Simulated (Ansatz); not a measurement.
`[F][In]([Cl])[O][SiH3]` + NH₃ → `[NH2][In]([Cl])[O][SiH3]` + H–F at 700 K and 1 bar (ligand exchange at the In–F bond).

Computed with Ansatz on PBE0-D4/def2-TZVP structures; ΔE is electronic, products minus reactants. CCSD(T)/CBS is the MP2 limit (def2-TZVPP, def2-QZVPP) plus CCSD(T) − MP2 in def2-TZVPP, frozen cores. This one scheme is used for every species. def2 core potentials past Kr. For In outer-core shells are correlated without core-valence functions, which leaves a few kJ/mol of doubt a bond. One conformer a species, not always the lowest.

```csv
species,CCSD(T)/CBS energy (Eh),H − E (kJ/mol),S (J/(mol·K))
`[F][In]([Cl])[O][SiH3]`,-1115.57293,162.2,523.2
NH₃,-56.50880,116.9,226.5
`[NH2][In]([Cl])[O][SiH3]`,-1071.67545,234.7,554.5
H–F,-100.39570,45.2,198.5
```

H − E and S are ideal-gas, rigid-rotor, harmonic terms from PBE0-D4/def2-TZVP, for one conformer and one mirror image of each species. 1 Eh = 2625.50 kJ/mol, R = 8.31446 J/(mol·K).

Task: By hand: ΔE, ΔH, ΔS and ΔG.

Result: ΔE = (-1071.67545) + (-100.39570) − (-1115.57293) − (-56.50880) = 0.01058 Eh = 27.8 kJ/mol. Δ(H − E) = 234.7 + 45.2 − 162.2 − 116.9 = 0.8, so ΔH = 28.6 kJ/mol. ΔS = 554.5 + 198.5 − 523.2 − 226.5 = 3.3 J/(mol·K). ΔG = 28.6 − 700 × (3.3)/1000 = 26.3 kJ/mol.

Task: By hand: the equilibrium constant, and the temperature at which ΔG would vanish if ΔH and ΔS stayed fixed.

Result: log₁₀ K = −ΔG/(RT ln 10) = -2.0. ΔG = 0 at ΔH/ΔS = 8667 K, far beyond where these terms or the molecules hold.

The number of gas molecules stays the same, so ΔS is small and ΔH decides. A doubt of 5 kJ/mol in ΔE shifts log₁₀ K by 0.4 here. Other conformers and mirror images would add mixing entropy, several J/(mol·K) or more a flexible species. Modes under 60 cm⁻¹, often nearly free rotors, make the harmonic entropy too high. These are equilibria of isolated gas molecules and say nothing of rates. Largest T1 diagnostic: 0.015 (customary marks: 0.02 for closed shells, 0.045 for open ones).
